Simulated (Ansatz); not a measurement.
`BO[SiH]([SiH3])Cl` + H₂O → `O[SiH]([SiH3])Cl` + `BO`  (formal hydrolysis of the Si–O bond)

Gas-phase electronic energies from Ansatz, PBE0-D4/def2-TZVP geometries. CCSD(T)/CBS adds triple-zeta CCSD(T) − MP2 to the extrapolated MP2 energy (def2 sets, frozen cores). This one scheme is used for every species. DFT in def2-TZVPP. B3LYP here is the variant with VWN-RPA as its local correlation; programs differ in this. Each species was taken in one conformer, which may not be the lowest.

```json
{"level": "PBE0-D4", "ΔE (eV)": "-0.12"}
{"level": "PBE0", "ΔE (eV)": "-0.16"}
{"level": "B3LYP", "ΔE (eV)": "-0.16"}
{"level": "MP2/def2-TZVPP", "ΔE (eV)": "-0.09"}
{"level": "CCSD/def2-TZVPP", "ΔE (eV)": "-0.09"}
{"level": "HF/def2-QZVPP", "ΔE (eV)": "-0.09"}
{"level": "SCS-MP2/def2-QZVPP", "ΔE (eV)": "-0.08"}
{"level": "CCSD/CBS(def2)", "ΔE (eV)": "-0.07"}
```

Question: What does CCSD(T)/CBS give? (Best estimate.)

Answer: The calculation gave: -0.07 eV. The listed levels differ from it by -0.05, -0.09, -0.09, -0.02, -0.02, -0.02, -0.01, 0.00 eV.

Largest T1 diagnostic among the species: 0.014.

The D4 term adds +0.05 eV with B3LYP and +0.03 eV with PBE0; it sums over pairs of atoms, weighted by their polarisabilities, and B3LYP, whose exchange is more repulsive, gets the larger term.
